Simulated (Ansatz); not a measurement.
Ansatz (a quantum-chemistry and plane-wave program) input (CCSD(T)/def2-SVPD):

Ansatz 0.2 input:
```yaml
crystal:
  periodic: [false, false, false]
  atoms:
    - {symbol: In, position_ang: [-0.16209051, 0.15194732, -0.16389608]}
    - {symbol: Cl, position_ang: [2.07537305, -0.63265112, 0.15094981]}
    - {symbol: Cl, position_ang: [-0.13059105, -1.19043174, 1.81549575]}
    - {symbol: Cl, position_ang: [-1.47757995, 1.38511704, -1.49403920]}
basis:
  gaussian:
    orbitals: def2-SVPD
total_charge: 1
magnetization: {spin_polarized: true, initial_magnetization: 1}
correlation: {method: ccsd_t, electrons: outside_noble_gas}
output: {forces: true}
```

End of the output:

```
cycle  14  -13.81730907 eV  change    4.7e-6 eV  update   4.3e-6
cycle  15  -13.81730727 eV  change    1.8e-6 eV  update   1.9e-6
cycle  16  -13.81730696 eV  change    3.1e-7 eV  update   7.0e-7
cycle  17  -13.81730706 eV  change   -1.1e-7 eV  update   4.0e-7
cycle  18  -13.81730725 eV  change   -1.9e-7 eV  update   1.3e-7
cycle  19  -13.81730733 eV  change   -8.1e-8 eV  update   8.0e-8
perturbative correction -0.45034497 eV, -0.0165498722 hartree
WARN: these amplitudes may be one of several solutions (largest doubles amplitude 0.06, level shift 0.58 eV)
the calculation of the forces begins
Total energy: -42656.21978832 eV, -1567.5871637965 hartree
Atom 0 at    -0.162091     0.151947    -0.163896 Å, force    -0.041115     0.038542    -0.041573 eV/Å
Atom 1 at     2.075373    -0.632651     0.150950 Å, force     0.560032    -0.234561     0.135441 eV/Å
Atom 2 at    -0.130591    -1.190432     1.815496 Å, force     0.072035    -0.357952     0.503667 eV/Å
Atom 3 at    -1.477580     1.385117    -1.494039 Å, force    -0.590952     0.553972    -0.597535 eV/Å
Dipole moment:     0.084230    -0.078959     0.085169 e Å
```

The program attaches cautions to this result: other roots.
